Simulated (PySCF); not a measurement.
Species: C3H9BF3PSi.
Atom-mapped SMILES: `[BH3-:1][P@@H+:2]1[C@H:3]([SiH3:4])[C@H:5]1[C:6]([F:7])([F:8])[F:9]` (hydrogens: H10, H11, H12 on B1; H13 on P2; H14 on C3; H15, H16, H17 on Si4; H18 on C5)

Computed with PySCF at B3LYP/def2-SVPD, non-relativistic, on one gas-phase PBE0-D3(BJ)/def2-SVP geometry that isn't relaxed in the solvent. The solvent is an IEF-PCM continuum (cavity from Bondi-type radii × 1.2), and excitations are vertical TDDFT with non-equilibrium linear response and a frozen core. The model holds no explicit solvent molecules, cavitation or dispersion.

Gas-phase singlets (H = HOMO, L = LUMO):

| state | E (eV) | λ (nm) | f | leading configurations |
| --- | --- | --- | --- | --- |
| S1 | 6.616 | 187 | 0.172 | H→L 93% |
| S2 | 6.797 | 182 | 0.004 | H-1→L 84%, H-2→L 12% |
| S3 | 6.874 | 180 | 0.003 | H→L+1 66%, H-2→L 30% |
| S4 | 6.989 | 177 | 0.012 | H-2→L 54%, H→L+1 29% |
| S5 | 7.270 | 171 | 0.027 | H→L+2 95% |

Problem. How does the list change in acetone (ε = 20.49)?

Solution. 
```json
{"state": "S1", "E (eV)": "6.852", "λ (nm)": "181", "f": "0.300", "leading configurations": "H→L 93%", "change by rank (eV)": "+0.236"}
{"state": "S2", "E (eV)": "7.132", "λ (nm)": "174", "f": "0.012", "leading configurations": "H-1→L 48%, H-2→L 23%", "change by rank (eV)": "+0.335"}
{"state": "S3", "E (eV)": "7.197", "λ (nm)": "172", "f": "0.002", "leading configurations": "H-2→L 57%, H→L+1 37%", "change by rank (eV)": "+0.323"}
{"state": "S4", "E (eV)": "7.250", "λ (nm)": "171", "f": "0.023", "leading configurations": "H-1→L 45%, H→L+1 36%", "change by rank (eV)": "+0.261"}
{"state": "S5", "E (eV)": "7.494", "λ (nm)": "165", "f": "0.040", "leading configurations": "H→L+2 88%", "change by rank (eV)": "+0.224"}
```

Problem. How do the frontier levels move from gas to acetone?

Solution. 
| orbital | gas (eV) | solvent (eV) | change (eV) | Löwdin shares, gas | Löwdin shares, solvent |
| --- | --- | --- | --- | --- | --- |
| LUMO+2 | -0.11 | 0.34 | +0.45 | Si4 29 %, C5 10 %, H18 9 %, H16 8 % | Si4 19 %, H13 13 %, B1 10 %, P2 10 % |
| LUMO+1 | -0.34 | 0.14 | +0.48 | H13 23 %, P2 20 %, H14 11 %, C3 10 % | P2 15 %, H13 14 %, Si4 11 %, C3 9 % |
| LUMO | -0.87 | -0.45 | +0.42 | P2 35 %, C3 15 %, C5 11 %, H13 8 % | P2 36 %, C3 14 %, C5 12 %, B1 8 % |
| HOMO | -8.17 | -8.01 | +0.16 | B1 26 %, H12 15 %, P2 14 %, H10 14 % | P2 19 %, B1 17 %, C3 16 %, C5 12 % |
| HOMO-1 | -8.64 | -8.59 | +0.05 | B1 38 %, H11 19 %, H10 12 %, H12 9 % | B1 25 %, P2 14 %, C3 14 %, C5 11 % |
| HOMO-2 | -8.83 | -8.71 | +0.12 | B1 28 %, P2 22 %, H11 14 %, C3 8 % | B1 34 %, H11 27 %, P2 14 %, H13 5 % |
| HOMO-3 | -9.46 | -9.25 | +0.21 | P2 19 %, B1 16 %, Si4 13 %, C3 13 % | B1 23 %, Si4 14 %, P2 12 %, H16 12 % |

The HOMO–LUMO gap goes from 7.30 to 7.56 eV. Rows go by rank; for HOMO-3, HOMO-2, HOMO-1, HOMO, LUMO+1 and LUMO+2 the atom shares or the degeneracy differ between the runs, so the row needn't follow one orbital.

Conformer computed: `[BH3-:1][P@@H+:2]1[C@H:3]([SiH3:4])[C@H:5]1[C:6]([F:7])([F:8])[F:9]`: C3–C5–C6–F7 -79°.
